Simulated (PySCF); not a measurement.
These are PBE0-D3(BJ)/def2-TZVPD (PySCF) values and carry that method's errors. Isolated molecules, 0 K electronic values unless said otherwise. One relaxed conformer stands for a flexible species; it need not be the lowest. 

Reference species (SMILES): `[Al-]([OH])[SiH3]` (lower singlet; H–O–Al–Si torsion 0°) (charge -1, multiplicity 1).

The HOMO is -0.23 eV.

Changed species: `O=[CH][Al-][OH]` (lower singlet; O–C–Al–O torsion 0°, C–Al–O–H torsion 0°) (X = formyl, multiplicity 1; the reference has X = silyl, multiplicity 1).

### Question
Predict the effect on the HOMO.

### Answer
the HOMO goes up by 0.20 eV, to -0.03 eV.
